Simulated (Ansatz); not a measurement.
Cost and result up the ladder for Sn2Te3 (5 atoms). The state is a singlet with charge 0. Geometry: PBE0-D4/def2-SVP.

```xyz
5

Sn    1.840    1.526   -0.410
Sn   -0.608   -2.237    0.712
Te    1.887   -1.090    0.462
Te   -2.282   -0.210   -0.050
Te   -0.837    2.012   -0.713
```

Ansatz on 4 threads of Arm Neoverse V2 on a shared host. Times are rough, and most runs start from the orbitals of an earlier one. r2SCAN0-D4/def2-TZVP serves as the yardstick here, not as an exact answer. Differences are given only for rows in sets of like size (and for xTB, whose basis is part of the method), since another set adds its own error. Binding counts from free atoms at the same level (Sn triplet, Te triplet; other spins of the atoms weren't run), without zero-point energy or a counterpoise term.

In the def2 sets Sn, Te take a core potential; there is no spin–orbit coupling. LC-ωPBE has ω = 0.4 bohr⁻¹. Correlated methods freeze 20 core orbitals; core or outer-core shells of Sn, Te are correlated, in sets that lack core-valence functions. The rows differ in basis, and correlated rows in double-zeta sets carry the largest basis error. Another isomer (singlet) lies 0.42 eV lower at PBE0-D4/def2-TZVP; other spin states weren't run for this one.

Correlated methods converge slowly with the basis, most of all in double-zeta sets.

| level | functions | wall time | binding energy per atom (eV) | difference from r2SCAN0-D4/def2-TZVP (eV) |
| --- | --- | --- | --- | --- |
| PBE-D4/def2-SVP | 130 | 1.7 s | 2.62 | – |
| LDA (SPW92)/def2-TZVP | 250 | 2.2 s | 3.10 | 0.75 |
| PBE0-D4/def2-SVP | 130 | 3.4 s | 2.45 | – |
| PBE-D4/def2-TZVP (with forces) | 250 | 4.8 s | 2.65 | 0.30 |
| LC-ωPBE/def2-TZVP | 250 | 6.5 s | 2.13 | -0.21 |
| r2SCAN-D4/def2-TZVP | 250 | 9 s | 2.46 | 0.12 |
| PBE0-D4/def2-TZVP | 250 | 10 s | 2.49 | 0.14 |
| MP2/def2-TZVP | 250 | 10 s | 2.44 | 0.09 |
| r2SCAN0-D4/def2-TZVP | 250 | 13 s | 2.34 | 0.00 |
| CCSD(T)/def2-SVP | 130 | 46 s | 2.04 | – |
